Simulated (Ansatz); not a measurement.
The cluster Si3Se3⁻. Total charge -1; doublet. Geometry PBE-D4/def2-SVPD; atoms count from 1.

| atom | x (Å) | y (Å) | z (Å) |
| --- | --- | --- | --- |
| Si1 | -1.739 | 0.657 | -0.078 |
| Si2 | 0.365 | 1.783 | 0.376 |
| Si3 | 1.129 | -1.683 | -1.051 |
| Se4 | -1.151 | -1.505 | -1.017 |
| Se5 | -0.719 | 0.504 | 2.081 |
| Se6 | 2.115 | 0.244 | -0.310 |

Another isomer (doublet) lies 0.07 eV lower at PBE0-D4/def2-TZVPD; other spin states weren't run for this one.

**Question.** Estimate the Mulliken populations from the PBE0/def2-TZVPD orbitals of Ansatz.

**Answer.** 
```json
{"atom": "Si1", "charge (e)": "-0.11", "spin (α − β)": "0.37"}
{"atom": "Si2", "charge (e)": "-0.11", "spin (α − β)": "0.38"}
{"atom": "Si3", "charge (e)": "-0.05", "spin (α − β)": "0.14"}
{"atom": "Se4", "charge (e)": "-0.18", "spin (α − β)": "0.00"}
{"atom": "Se5", "charge (e)": "-0.36", "spin (α − β)": "0.12"}
{"atom": "Se6", "charge (e)": "-0.18", "spin (α − β)": "0.00"}
```
Mulliken values depend strongly on the basis. With diffuse functions, as here, like atoms can get unlike values, and bond orders can come out too low or too high.

**Question.** Where does the spin sit?

**Answer.** Summed by element: Si 0.89, Se 0.11, of 1 unpaired in all. Largest on single atoms: Si2 0.38, Si1 0.37, Si3 0.14.

**Question.** And the Mayer bond orders between heavy atoms (over 0.3)?

**Answer.** Si1–Si2 0.64 (2.43 Å); Si1–Se4 0.76 (2.43 Å); Si1–Se5 1.00 (2.39 Å); Si2–Se5 1.00 (2.39 Å); Si2–Se6 0.76 (2.43 Å); Si3–Se4 1.16 (2.29 Å); Si3–Se6 1.16 (2.29 Å).
